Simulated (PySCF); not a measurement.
C7H4F4, SMILES Fc1ccc(C(F)(F)F)cc1 at its GFN2-xTB optimised geometry (Å):

```
15

F     -1.3916    -2.9124     0.0005
C     -0.7427    -1.7373     0.0000
C     -1.4800    -0.5651    -0.0001
C     -0.8083     0.6425     0.0002
C      0.5816     0.6577     0.0042
C      1.2947     1.9806    -0.0249
F      1.3621     2.4879    -1.2721
F      0.6807     2.9124     0.7214
F      2.5572     1.9066     0.4175
C      1.3082    -0.5260     0.0000
C      0.6418    -1.7373     0.0000
H     -2.5572    -0.6078    -0.0008
H     -1.3570     1.5714     0.0025
H      2.3866    -0.4987     0.0018
H      1.1789    -2.6720    -0.0005
```

Level of theory: PBE0/def2-TZVP (PySCF).

Map of the electrostatic potential (hartree/e), clipped to [-0.08, 0.12] on the plane z = 1.5 Å:

```
|..........               |
|..........               |
|..........               |
|..........   ..          |
|..........  .++.         |
|..........  :@@-.        |
|....:::::.. .+*=:.       |
|..::::::::...:-=-:.      |
|..:::::::::.::-=-:..    .|
|.:::::::::::::---:.    ..|
|.:::::::::::::--:..  ....|
|::::::::::::.::::........|
|:::::::::......::::......|
|::::::::::.....:::::::...|
|.::::::::::....::::::::..|
|.:::::::::::....:::::::..|
|...::::::--::::::::::::..|
|........:---:::::::::::..|
|.........::::::::::::::..|
|......   ..::::::::::::..|
|.....     ...:::::::::...|
|.....      ...::::::::...|
|.....      ...:::::::....|
|......    .....:::::.....|
|.........................|
```
Scale: ten equal steps from -0.019 (start of ' ') to 0.120 (end of '@'), in the order ' .:-=+*#%@'; x runs from -5.00 to 5.00, y from -5.00 (bottom) to 5.00 (top).
